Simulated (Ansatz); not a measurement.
CH₆ClFSi₂ (`C[SiH](Cl)[SiH2]F`), one more setting.

```yaml
crystal:
  periodic: [false, false, false]
  atoms:
    - {symbol: C, position_ang: [-1.561641, -1.001792, 1.183504]}
    - {symbol: Si, position_ang: [0.481944, 0.074245, 0.900774]}
    - {symbol: Cl, position_ang: [2.415111, -1.593736, 1.343542]}
    - {symbol: Si, position_ang: [0.967305, 0.982888, -1.843065]}
    - {symbol: F, position_ang: [-0.479444, 2.257877, -2.414446]}
    - {symbol: H, position_ang: [-1.681912, -2.054484, 0.323536]}
    - {symbol: H, position_ang: [-1.686186, -1.467577, 2.460717]}
    - {symbol: H, position_ang: [-2.583287, -0.126573, 0.940887]}
    - {symbol: H, position_ang: [0.669373, 1.457764, 2.126645]}
    - {symbol: H, position_ang: [2.596360, 1.862108, -1.985063]}
    - {symbol: H, position_ang: [0.944127, -0.461971, -3.011406]}
basis:
  gaussian: {orbitals: def2-TZVP, final_grid: {core_spheres: 8, valence_spheres: 7, degree: 23}}
hamiltonian: {xc: {name: B97}, pseudopotentials: {relativity: none}}
scf: {lower_state_search: off}
scf: {max_iter: 3}
output: {forces: true}
```

```sh
$ ansatz run in.yaml --threads 4 --pin off --events-out ev --progress --plain --max-ram 10444MiB
```

It prints (some lines left out):

```
Error: YAML parse error: error: line 19 column 1: duplicate mapping key: scf, set DuplicateKeyPolicy in Options if acceptable
17 | hamiltonian: {xc: {name: B97}, pseudopotentials: {relativity: non…
18 | scf: {lower_state_search: off}
19 | scf: {max_iter: 3}
20 | output: {forces: true}
```
